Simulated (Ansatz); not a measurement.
The first iterations of a band of AlCl2H + ClH (6 atoms, charge 0, multiplicity 1).

Method: RHF/6-31G* in Ansatz.

| Item | Value |
| --- | --- |
| movable images | 9 |
| climbing image | yes |
| spring | 5.0 eV/Å² |
| optimiser | quadratic models (default) |
| start path | through a guess of the saddle point |
| force threshold | 0.03 eV/Å |
| iteration limit | 60 |
| end points | relaxed |

First end point:

```xyz
6
Properties=species:S:1:pos:R:3
Al -0.120 0.319 0.040
H -0.319 1.262 1.265
Cl 1.826 -0.198 -0.600
Cl -1.702 -0.069 -1.288
Cl -0.335 -2.094 1.636
H 0.799 -2.602 1.374
```

Last end point:

```xyz
6
Properties=species:S:1:pos:R:3
Al -0.045 -0.980 -0.713
H 0.202 0.614 2.525
Cl 1.836 -0.222 -1.165
Cl -1.740 0.161 -1.087
Cl -0.231 -2.886 0.093
H 0.127 -0.068 2.776
```

| iteration | highest image above the first end (eV) | largest band force component (eV/Å) |
| --- | --- | --- |
| 1 | 14.373 | 80.500 |
| 2 | 2.777 | 19.789 |
| 3 | 1.289 | 10.807 |
| 4 | 1.439 | 6.686 |
| 5 | 1.436 | 9.730 |

Task: Does the band converge within its limit, and where does its top end?

Result: The forces met the threshold. It ended after 16 iterations with the highest image 1.037 eV above the first end. Neighbouring images differ by up to 1.4 eV, so the band resolves the path poorly. A vibrational analysis at the climbing image gives one clearly imaginary mode, 1661i cm⁻¹: a first-order saddle point. The orbitals stay closed-shell, which can raise the energy where a bond breaks towards radicals; this wasn't checked here.

Time of the run: 2.8 min on 1 thread of Intel(R) Xeon(R) 6975P-C (Granite Rapids), with other jobs on the host, peak memory 0.18 GiB.
